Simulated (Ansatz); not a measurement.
**Ligand exchange: C2H7BrSi + GeH3(NH2) → C2H9NSi + GeH3Br**

Species: C2H7BrSi `CC[SiH2]Br`, singlet; GeH3(NH2), singlet; C2H9NSi `CC[SiH2]N`, singlet; GeH3Br `[GeH3][Br]`, singlet. The partners trade Br for NH2: Si–Br and Ge–NH2 bonds give way to Si–NH2 and Ge–Br.

Shapes, held fixed at every level: PBE0-D4/def2-TZVP. Flexible molecules stand in one conformer, not always the lowest. Programs: Ansatz 0.2.0. The zero-point and thermal change to 298 K, harmonic and unscaled (PBE0-D4/def2-TZVP), is -0.2 kJ/mol.

```json
{"level": "HF/def2-SVP", "kind": "Hartree–Fock", "ΔH(298 K) (kJ/mol)": "-35.2", "less CCSD(T)/def2-TZVPP": "-6.9"}
{"level": "PBE-D4/def2-TZVPP", "kind": "GGA", "ΔH(298 K) (kJ/mol)": "-28.8", "less CCSD(T)/def2-TZVPP": "-0.5"}
{"level": "B3LYP-D4/def2-TZVPP", "kind": "global hybrid", "ΔH(298 K) (kJ/mol)": "-34.1", "less CCSD(T)/def2-TZVPP": "-5.8"}
{"level": "BHLYP-D4/def2-TZVPP", "kind": "global hybrid", "ΔH(298 K) (kJ/mol)": "-36.3", "less CCSD(T)/def2-TZVPP": "-8.0"}
{"level": "r2SCAN0-D4/def2-TZVPP", "kind": "global hybrid", "ΔH(298 K) (kJ/mol)": "-32.6", "less CCSD(T)/def2-TZVPP": "-4.3"}
{"level": "wB97X-V/def2-TZVPP", "kind": "range-separated hybrid", "ΔH(298 K) (kJ/mol)": "-30.8", "less CCSD(T)/def2-TZVPP": "-2.5"}
{"level": "MP2/def2-TZVPP", "kind": "perturbation theory", "ΔH(298 K) (kJ/mol)": "-26.7", "less CCSD(T)/def2-TZVPP": "+1.6"}
{"level": "CCSD(T)/def2-TZVPP", "kind": "coupled cluster or CI", "ΔH(298 K) (kJ/mol)": "-28.3", "less CCSD(T)/def2-TZVPP": "0.0"}
```

The highest level, CCSD(T)/def2-TZVPP, gives ΔH(298 K) = -28.3 kJ/mol; the levels span -36.3 to -26.7. The column of differences is taken from that level and isn't an error. No measured value is set beside it here. Relativity is left out for Br, Ge. Outer-core shells of Br, Ge are correlated in most correlated rows, in sets that cover them unevenly.
